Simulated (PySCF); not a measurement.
How the method changes the constants of CsNa

State: ¹Σ⁺ (singlet), closed shell. Set-up: Cs def2-SVP with ECP46, Na def2-SVP; scalar-relativistic core potentials (PySCF 2.14). De refers to Cs + Na in their ground configurations, without counterpoise correction. A positive dipole means Cs(−)Na(+).

```tsv
Level	Re (Å)	ωe (cm⁻¹)	De (eV)	μ (D)	CPU s a point (SCF and correlation, without the integrals)
RHF-MP2	3.952	96.5	0.336	n/a	0.051
RHF-SCS-MP2	3.975	95.4	0.412	n/a	n/a
RHF-CCSD	3.969	94.3	0.52	n/a	n/a
RHF-CCSD(T)	3.969	93.1	0.54	n/a	1
PBE	3.918	93.1	0.65	-3.79	0.4
PBEsol	3.888	94.7	0.66	-3.74	0.3
PW91	3.913	93.5	0.69	-3.88	0.3
r²SCAN	3.995	92.7	0.486	-4.81	0.62
PBE0	3.934	95.5	0.57	-4.52	0.61
M06	3.861	104	0.72	-5.63	0.63
CAM-B3LYP	3.865	100	0.53	-4.79	0.49
```

The bond length runs from 3.861 Å (M06) to 3.995 Å (r²SCAN). De spans 0.34 eV (RHF-MP2, perturbation theory) to 0.72 eV (M06, hybrid meta-GGA).

Correlated steps freeze 1 core orbital. Closed-shell solutions of metal pairs were not tested for spin polarisation, which can lower them a little. Correlated levels converge slowly with the basis: in double zeta they bind strong bonds too weakly, by up to about 1 eV, and carry superposition errors of some tenths. Spin–orbit coupling is left out. Where the molecule has an RHF reference, its open-shell atoms are computed with UHF.

The whole job (state search and all levels along the bond) took about 1.2 min on 1 thread of Arm Neoverse V1 (shared host), peak memory 0.47 GiB.
